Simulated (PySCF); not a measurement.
Molfile (atoms numbered from 1):
```
C3H9AlO2S
     RDKit          3D

 16 15  0  0  0  0  0  0  0  0999 V2000
   -1.8034    1.1529   -0.5687 C   0  0  0  0  0  0  0  0  0  0  0  0
   -0.7229   -0.2924   -0.6347 S   0  0  0  0  0  0  0  0  0  0  0  0
   -0.9047   -0.9613    1.7685 Al  0  0  0  0  0  4  0  0  0  0  0  0
    0.8820    0.5561   -0.6849 C   0  0  0  0  0  0  0  0  0  0  0  0
    2.0472   -0.3888   -0.8534 C   0  0  0  0  0  0  0  0  0  0  0  0
    3.0674   -0.0944   -1.4090 O   0  0  0  0  0  0  0  0  0  0  0  0
    1.8159   -1.5688   -0.2802 O   0  0  0  0  0  0  0  0  0  0  0  0
   -1.5819    1.7600    0.3208 H   0  0  0  0  0  0  0  0  0  0  0  0
   -2.8297    0.7709   -0.4965 H   0  0  0  0  0  0  0  0  0  0  0  0
   -1.6884    1.7435   -1.4878 H   0  0  0  0  0  0  0  0  0  0  0  0
   -2.4898   -0.7122    1.8491 H   0  0  0  0  0  0  0  0  0  0  0  0
   -0.3635   -2.4595    1.8434 H   0  0  0  0  0  0  0  0  0  0  0  0
    0.0336    0.2422    2.2887 H   0  0  0  0  0  0  0  0  0  0  0  0
    1.0171    1.1007    0.2658 H   0  0  0  0  0  0  0  0  0  0  0  0
    0.8956    1.2692   -1.5199 H   0  0  0  0  0  0  0  0  0  0  0  0
    2.6064   -2.1205   -0.3907 H   0  0  0  0  0  0  0  0  0  0  0  0
  2  1  1  1
  2  3  1  0
  2  4  1  0
  4  5  1  0
  5  6  2  0
  5  7  1  0
  1  8  1  0
  1  9  1  0
  1 10  1  0
  3 11  1  0
  3 12  1  0
  3 13  1  0
  4 14  1  0
  4 15  1  0
  7 16  1  0
M  CHG  2   2   1   3  -1
M  END
```

Geometry: PBE0-D3(BJ)/def2-SVP; GIAO absolute shieldings from PySCF 2.14.0 with density-fitted response routines, gas phase, non-relativistic, averaged over equivalent atoms.

At PBE0/pcSseg-1 (178 basis functions, 58 s wall time on 1 thread of an Arm Neoverse N1, shared host):
```tsv
atoms	σ (ppm)
C5	16.3
C4	138.6
C1	161.1
S2	570.9
Al3	401.9
O6	-109.9
O7	118.3
H16	25.31
H11/H12/H13	27.10
H14	27.67
H15	28.39
H8/H9/H10	29.12
```

**Question.** What do these become at HF/pcSseg-1?

**Answer.** 
```csv
atoms,σ at HF/pcSseg-1,change
C5,18.8,+2.5
C4,151.6,+13.0
C1,171.3,+10.2
S2,633.7,+62.8
Al3,449.8,+47.9
O6,-99.0,+10.9
O7,151.2,+32.9
H16,25.42,+0.11
H11/H12/H13,27.89,+0.79
H14,28.16,+0.49
H15,28.87,+0.48
H8/H9/H10,29.51,+0.39
```

The largest change is at S2 (sulfur bonded to 2 C, Al). Cost: 178 basis functions, 23 s wall time on 1 thread of an Arm Neoverse N1, shared host. The order of the carbon signals is the same at both levels.

Hydrogen bonding in solution deshields acid and N–H amide carbonyl carbons by as much as 10 ppm beyond these values.
